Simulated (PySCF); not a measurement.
## Electron correlation in Re²⁺ (rhenium, charge +2)

[Xe] 4f14 5d4 6s1, high-spin 6D determinant (an excited configuration). Calculation: PySCF 2.14, in aug-cc-pwCVDZ-PP with ECP60MDF (6s6p5d3f, 70 functions); a scalar-relativistic core potential. Frozen: 5s2 5p6; 5 electrons correlated.

| level | correlation energy (mhartree) |
| --- | --- |
| CCSD | -53.33 |
| (T) | -0.38 |
| CCSD(T) | -53.71 |

Diagnostics: T1 = 0.0025, D1 = 0.0073, largest double amplitude 0.021.

Spin-orbit coupling, absent here, splits the open shell strongly.

Cost of the coupled-cluster step: about 3 core-seconds, for 5 correlated electrons.

Iterations:

```
CC2 = 0
CCSD nocc = (np.int64(5), np.int64(0)), nmo = (66, 66)
frozen orbitals [[0, 1, 2, 3], [0, 1, 2, 3]]
max_cycle = 100
direct = 0
conv_tol = 1e-08
conv_tol_normt = 1e-06
diis_space = 8
diis_start_cycle = 0
Init t2, MP2 energy = -0.046613448609375
Init E_corr(UCCSD) = -0.046613448609515
cycle = 1  E_corr(UCCSD) = -0.0523068625411318  dE = -0.00569341393  norm(t1,t2) = 0.0192662
cycle = 2  E_corr(UCCSD) = -0.0531180117746188  dE = -0.000811149233  norm(t1,t2) = 0.00493449
cycle = 3  E_corr(UCCSD) = -0.0533495139352336  dE = -0.000231502161  norm(t1,t2) = 0.001818
cycle = 4  E_corr(UCCSD) = -0.0533330060596162  dE = 1.65078756e-05  norm(t1,t2) = 0.000300017
cycle = 5  E_corr(UCCSD) = -0.05333494799136  dE = -1.94193174e-06  norm(t1,t2) = 7.29899e-05
cycle = 6  E_corr(UCCSD) = -0.0533348322191748  dE = 1.15772185e-07  norm(t1,t2) = 1.24759e-05
cycle = 7  E_corr(UCCSD) = -0.053334843708011  dE = -1.14888362e-08  norm(t1,t2) = 1.88347e-06
cycle = 8  E_corr(UCCSD) = -0.0533348343480529  dE = 9.35995814e-09  norm(t1,t2) = 3.19709e-07
UCCSD converged
E(UCCSD) = -76.99270851931476  E_corr = -0.05333483434805286
UCCSD(T) correction = -0.000380177154492714
```
